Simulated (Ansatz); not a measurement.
C₂H₇NOSi (`C[Si@H]1O[C@@H]1N`). Charge 0, multiplicity 1. Geometry: relaxed with PBE0-D4/def2-TZVP. It is one conformer, not always the lowest.

```xyz
12

C    -2.053    0.299    0.615
Si   -0.205    0.368    0.523
O     0.669   -1.025    0.705
C     0.821   -0.480   -0.708
N     2.106   -0.109   -1.121
H    -2.493    1.213    0.209
H    -2.377    0.205    1.655
H    -2.438   -0.556    0.056
H     0.345    1.572    1.198
H     0.362   -1.186   -1.397
H     2.734   -0.900   -1.196
H     2.530    0.599   -0.539
```

What is the dipole moment at ωB97M-V/def2-TZVPP? (Best estimate.)

Computed: 1.48 D, with components (-1.02, 1.07, 0.00) D in this frame, pointing from negative to positive charge.

And with PBE, r2SCAN, B3LYP? (Estimate.)

Ansatz gave: PBE 1.22 D, r2SCAN 1.31 D, B3LYP 1.44 D.

Give the Mulliken charges with ωB97M-V, PBE, B3LYP in def2-TZVPP. (Estimate.)

The calculation gave: 
```csv
atom,ωB97M-V,PBE,B3LYP
C1,-0.44,-0.37,-0.39
Si2,0.47,0.37,0.47
O3,-0.40,-0.34,-0.42
C4,-0.02,0.01,0.04
N5,-0.26,-0.30,-0.30
H6,0.12,0.11,0.10
H7,0.12,0.11,0.10
H8,0.13,0.11,0.11
H9,-0.06,-0.09,-0.10
H10,0.12,0.10,0.11
H11,0.11,0.15,0.13
H12,0.11,0.15,0.14
```

B3LYP here is the variant with VWN-RPA as its local correlation; programs differ in this.
